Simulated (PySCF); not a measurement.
Predicted microwave data (PBE0-D3(BJ)/def2-SVP geometry optimisation, gas phase (PySCF)) for one isomer of C2H3F3OSi:

* Rotational constants: A = 3820, B = 1325, C = 1302 MHz
* Dipole components: |μa| = 1.49 D, |μb| = 0.60 D, |μc| = 0.02 D
* Inertial defect: -125.41 u·Å²
* κ: -0.98

Task: Which structure is it? (One computed conformer of each.)
A. `[CH2:1]=[CH:2][O:3][Si:4]([F:5])([F:6])[F:7]` with C1–C2–O3–Si4 -172°
B. `O=C([SiH3])C(F)(F)F`

Result: A. It is C=CO[Si](F)(F)F. The candidates at the same level (rigid rotor, commonest isotopes):

```json
{"SMILES": "C=CO[Si](F)(F)F", "A (MHz)": "3820", "B (MHz)": "1325", "C (MHz)": "1302", "μa (D)": "1.49", "μb (D)": "0.60", "μc (D)": "0.02", "Δ (u·Å²)": "-125.41", "point group": "near Cs", "rotor": "–"}
{"SMILES": "O=C([SiH3])C(F)(F)F", "A (MHz)": "3283", "B (MHz)": "1620", "C (MHz)": "1362", "μa (D)": "1.53", "μb (D)": "1.27", "μc (D)": "0.00", "Δ (u·Å²)": "-94.71", "point group": "near Cs", "rotor": "asymmetric top"}
```

`O=C([SiH3])C(F)(F)F` has B 22 % too high. No structure here is proved a minimum.
